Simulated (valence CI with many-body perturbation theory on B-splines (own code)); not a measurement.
The numbers below are computed, except where a source is named.
## Ladder of approximations for Cd XLIV

Method: configuration interaction combined with many-body perturbation theory (CI+MBPT): three valence electrons over a frozen Dirac-Fock core [He], a basis of 11 s, 11 p, 9 d, 7 f, 5 g, 2 h, 1 i functions for each j, with the one-electron correlation potential Σ1 (screened to all orders), the two-electron term Σ2, the three-electron term Σ3, Breit, model QED; selected single and double excitations, second order for the rest (own B-spline code, finite nucleus).

No measured spectrum was set against this ion. As an estimate, large intervals hold to a few tenths of a per cent, small ones and those within an open d or f shell to about a per cent.

Each rung adds one term. CI alone is the Dirac-Coulomb CI over the frozen core; QED comes last and gives the full result, which names the levels. Energies are above (2s^2 2p1/2) J=1/2 on the same rung, in × 10³ cm⁻¹.

Levels are named by their leading jj configuration (3d3/2^4 stands for four electrons in 3d with j = 3/2), which in mixed levels can hold well under half, so a name can repeat and another be missing. Letters in brackets count levels of one name in rising energy.

| Level | CI alone | Σ1 | Σ2 | Σ3 | Breit | QED | Full |
| --- | --- | --- | --- | --- | --- | --- | --- |
| (2s 2p1/2^2) J=1/2 | 1100.5 | -1.89 | -0.54 | -0.07 | +35.20 | -32.13 | 1101.1 |
| (2s^2 2p3/2) J=3/2 | 1754.9 | +0.57 | +0.01 | -0.02 | -32.69 | +2.74 | 1725.5 |
| (2s 2p1/2 2p3/2) J=3/2 [a] | 2527.0 | -1.31 | -0.27 | +0.10 | +2.65 | -28.82 | 2499.3 |
| (2s 2p1/2 2p3/2) J=5/2 | 2773.5 | -1.30 | -0.50 | -0.06 | -19.25 | -28.83 | 2723.5 |
| (2s 2p1/2 2p3/2) J=3/2 [b] | 3119.4 | -1.30 | -1.41 | -0.33 | -8.76 | -29.01 | 3078.6 |
| (2s 2p1/2 2p3/2) J=1/2 | 3125.1 | -1.33 | -2.28 | -0.36 | +5.56 | -29.23 | 3097.5 |
| (2p1/2^2 2p3/2) J=3/2 | 4318.3 | -3.18 | -2.86 | -0.40 | +30.56 | -60.65 | 4281.8 |
| (2s 2p3/2^2) J=5/2 | 4440.8 | -0.72 | -0.44 | -0.08 | -40.65 | -25.59 | 4373.4 |
| (2s 2p3/2^2) J=1/2 | 4936.7 | -0.70 | -0.62 | -0.44 | -19.31 | -25.70 | 4889.9 |
| (2s 2p3/2^2) J=3/2 | 4963.6 | -0.72 | -2.28 | -0.40 | -35.38 | -25.84 | 4899.0 |
| (2p1/2 2p3/2^2) J=3/2 | 5855.5 | -2.64 | -2.86 | -0.36 | +0.93 | -58.17 | 5792.4 |
| (2p1/2 2p3/2^2) J=5/2 | 6020.2 | -2.63 | -2.52 | -0.36 | -20.60 | -58.16 | 5936.0 |
| (2p1/2 2p3/2^2) J=1/2 | 6262.1 | -2.60 | -2.28 | -0.40 | +7.97 | -57.90 | 6206.8 |
| (2p3/2^3) J=3/2 | 7847.6 | -2.01 | -2.33 | -0.38 | -31.84 | -54.69 | 7756.3 |
| (2s^2 3s) J=1/2 | 32174 | +2.87 | -0.46 | -0.36 | -53.06 | +9.49 | 32133 |
| (2s^2 3p1/2) J=1/2 | 32564 | +2.44 | -0.50 | -0.36 | -43.06 | -0.41 | 32522 |
| (2s 2p1/2 3s) J=1/2 [a] | 32937 | +1.01 | -0.32 | -0.36 | -21.11 | -21.74 | 32894 |
| (2s 2p1/2 3s) J=3/2 | 33007 | +1.79 | -0.55 | -0.36 | -42.48 | -9.84 | 32956 |
| (2s^2 3p3/2) J=3/2 | 33157 | +1.82 | -0.74 | -0.36 | -41.54 | -11.15 | 33105 |

The middle columns are the shifts that each term adds.

Q: How does the ionisation energy move along the ladder, and which term matters most?

A: CI alone 7118.8, + Σ1 7119.2, + Σ2 7119.2, + Σ3 7119.1, + Breit 7111.4, + QED 7111.5 eV. The largest step is Breit, -7.7 eV. NIST lists 7109 ± 5 eV (semi-empirical).
